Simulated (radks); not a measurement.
Question: Isoelectronic series with 54 electrons, each ion in its NIST ground configuration. All-electron calculation, scalar-relativistic Kohn-Sham, LDA (Slater exchange, Perdew-Wang correlation), spin-unpolarised, spherical densities, point nucleus. Program: a radial shooting solver on a logarithmic mesh with Libxc functionals. Total energies (hartree) and orbital eigenvalues (Ry):

| ion | configuration | E (hartree) | 5p | 5s |
|---|---|---|---|---|
| Xe | [Xe] | -7441.36208 | -0.61620 | -1.46871 |
| Ba2+ | [Xe] | -8128.7340 | -2.28382 | -3.39748 |
| La3+ | [Xe] | -8485.5348 | -3.30119 | -4.55015 |
| Ce4+ | [Xe] | -8851.1282 | -4.42761 | -5.81501 |
| Pr5+ | [Xe] | -9225.5593 | -5.65769 | -7.18694 |
| Nd6+ | [Kr] 4d10 4f2 5s2 5p4 | -9608.5241 | -6.66891 | -8.26883 |
| Pm7+ | [Kr] 4d10 4f3 5s2 5p3 | -10001.0989 | -7.88788 | -9.59910 |

Estimate the row of Cs+ ([Xe]).

Answer: E (hartree) -7780.6867; 5p -1.38390; 5s -2.36527.
